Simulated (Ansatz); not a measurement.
`CBO[SiH2][SiH3]` + H₂ → disilane + `CBO` at 700 K and 1 bar (hydrogenolysis of the Si–O bond).

Program: Ansatz. Geometries: PBE0-D4/def2-TZVP. ΔE: electronic, gas phase. CBS: MP2 limit from def2 TZ/QZ plus the TZ coupled-cluster correction, frozen cores. This one scheme is used for every species. Each species was taken in one conformer, which may not be the lowest.

| species | CCSD(T)/CBS energy (Eh) | H − E (kJ/mol) | S (J/(mol·K)) |
| --- | --- | --- | --- |
| `CBO[SiH2][SiH3]` | -721.67278 | 354.6 | 553.6 |
| H₂ | -1.17544 | 46.8 | 155.3 |
| `[SiH3][SiH3]` | -581.74359 | 186.9 | 363.0 |
| `CBO` | -141.08489 | 219.3 | 348.2 |

H − E and S are ideal-gas, rigid-rotor, harmonic terms from PBE0-D4/def2-TZVP, for one conformer and one mirror image of each species. The MP2-based limit puts H₂ 0.8 mEh under its directly extrapolated value; such offsets cancel only in part. 1 Eh = 2625.50 kJ/mol, R = 8.31446 J/(mol·K).

Q: By hand: ΔE, ΔH, ΔS and ΔG.

A: ΔE = (-581.74359) + (-141.08489) − (-721.67278) − (-1.17544) = 0.01974 Eh = 51.8 kJ/mol. Δ(H − E) = 186.9 + 219.3 − 354.6 − 46.8 = 4.8, so ΔH = 56.6 kJ/mol. ΔS = 363.0 + 348.2 − 553.6 − 155.3 = 2.3 J/(mol·K). ΔG = 56.6 − 700 × (2.3)/1000 = 55.0 kJ/mol.

Q: By hand: the equilibrium constant, and the temperature at which ΔG would vanish if ΔH and ΔS stayed fixed.

A: log₁₀ K = −ΔG/(RT ln 10) = -4.1. ΔG = 0 at ΔH/ΔS = 24609 K, far beyond where these terms or the molecules hold.

The number of gas molecules stays the same, so ΔS is small and ΔH decides. A doubt of 5 kJ/mol in ΔE shifts log₁₀ K by 0.4 here. Other conformers and mirror images would add mixing entropy, several J/(mol·K) or more a flexible species. Modes under 60 cm⁻¹, often nearly free rotors, make the harmonic entropy too high. These are equilibria of isolated gas molecules and say nothing of rates. Largest T1 diagnostic: 0.013 (customary marks: 0.02 for closed shells, 0.045 for open ones).
